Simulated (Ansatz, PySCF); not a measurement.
This Ansatz (a quantum-chemistry and plane-wave program) input computes a BLYP/def2-TZVPD energy:

Ansatz 0.2 input:
```yaml
crystal:
  periodic: [false, false, false]
  atoms:
    - {symbol: F, position_ang: [-0.00000000, -0.00000000, -1.85692335]}
    - {symbol: S, position_ang: [0.00000000, 0.00000000, 0.00000000]}
    - {symbol: F, position_ang: [0.00000000, 0.00000000, 1.85692335]}
basis:
  gaussian:
    orbitals: def2-TZVPD
hamiltonian:
  xc: {name: BLYP}
total_charge: -1
magnetization: {spin_polarized: true, initial_magnetization: 1}
output: {forces: true}
```

**Question.** Write an input for the same energy in PySCF and say what it gives.

**Answer.** 
```python
from pyscf import gto, scf, dft

mol = gto.M(
    atom='''
    F    -0.00000000   -0.00000000   -1.85692335
    S     0.00000000    0.00000000    0.00000000
    F     0.00000000    0.00000000    1.85692335
    ''',
    basis='def2-tzvpd',
    charge=-1,
    spin=1,
    symmetry='D2h',
    verbose=4,
)

mf = dft.UKS(mol, xc='blyp').density_fit(auxbasis='def2-universal-jkfit')
mf.grids.level = 3
mf.conv_tol = 1e-9
mf.max_cycle = 100
mf.max_memory = 1500
mf.kernel()
if not mf.converged:
    mf = mf.newton()
    mf.kernel(mf.make_rdm1())
mf.analyze()
```
It gives -597.99824 Eh, and Ansatz -597.99819 Eh, a difference of 0.05 mEh, from the treatment of integrals and grids.
